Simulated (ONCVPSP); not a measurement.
## What one change does to a pseudopotential (Ba (Z = 56), ONCV)

barium (Ba), optimised norm-conserving Vanderbilt (ONCV), made with ONCVPSP 4.0.1 (PBEsol, fully relativistic). Core [Kr] 4d10, reference 5s2 5p6 6s1.5 (charge +0.5). Waves: 5s+6s: rc 2.10 bohr, ncon 4, nbas 7, qcut 4.9 1/bohr, 2 projectors; 5p: rc 2.55 bohr, ncon 5, nbas 8, qcut 6 1/bohr, 3 projectors, debl 3.5 Ha; d scattering state at 0.38 Ha: rc 2.35 bohr, ncon 5, nbas 8, qcut 3.7 1/bohr, 1 projector. Local part: polynomial inside 1.35 bohr (lpopt 5, dvloc0 0 Ha). Core correction: Teter function, fcfact 3.5, rcfact 1.8.

Open shells are filled in proportion to 2j + 1.

In the d channel the program set the typed energies aside and used 0.050 Ha (j = l + 1/2; the other j can differ).

Change: local potential polynomial inside 1.50 bohr (lpopt 3, dvloc0 1 Ha).

Cutoffs: the cutoffs (Ha) at which the residual kinetic energy of the hardest occupied pseudo-wave falls to 1 and 0.1 mHa per electron; they do not see the model core or the augmentation charge, which bear on the density cutoff. Errors are all-electron minus pseudo energies relative to the spin-unpolarised reference configuration.

Problem. What does the change do?

Solution. The potential gets neither clearly harder nor softer (12 Ha and 14 Ha → 12 Ha and 14 Ha); the bound ghost in s disappears; of the 4 tests that both files solve, the error grows in 0 and shrinks in 1 by more than 15 % and 0.3 meV (median size 0.9 → 0.6 meV); the range in which the s phases agree narrows (upper end at the end of the scan → 1.9). In the separable form a ghost depends on how the local part lies against the semilocal potential of the channel, so the choice of the local part can create or remove one.

```csv
quantity,base,changed
"cutoff, loose",12 Ha,12 Ha
"cutoff, tight",14 Ha,14 Ha
bound ghosts,s,none
GHOST(+) flags under 300 eV,"p3/2 at 236.7 eV, p1/2 at 245.9 eV",s at 92.2 eV
"error for 5s2 5p6 6s2, meV [ΔE -2.15 eV]",-0.3,-0.3
"error for 5s2 5p6 6s1, meV [ΔE 3.23 eV]",-0.8,-0.8
"error for 5s2 5p6 6s0, meV [ΔE 13.13 eV]",-21,-21
"error for 5s2 5p6 5d0.5 6s1.5, meV [ΔE -1.50 eV]",+1.0,+0.4
s: phases at 2.13 bohr within 0.05 rad from the reference energy up to (Ha; the scan ends near 5),to the end of the scan,1.9
p3/2: phases at 2.58 bohr within 0.05 rad from the reference energy up to (Ha; the scan ends near 5),to the end of the scan,to the end of the scan
p1/2: phases at 2.58 bohr within 0.05 rad from the reference energy up to (Ha; the scan ends near 5),to the end of the scan,to the end of the scan
d5/2: phases at 2.39 bohr within 0.05 rad from the reference energy up to (Ha; the scan ends near 5),1.3,1.6
d3/2: phases at 2.39 bohr within 0.05 rad from the reference energy up to (Ha; the scan ends near 5),1.1,1.4
"rms error of d²Exc/dni dnj with the model core, mHa",0.62,0.62
```

 A true bound ghost makes a file unfit for plane-wave use even where its test errors are small: the radial tests pick states by their node count and pass the ghost by.
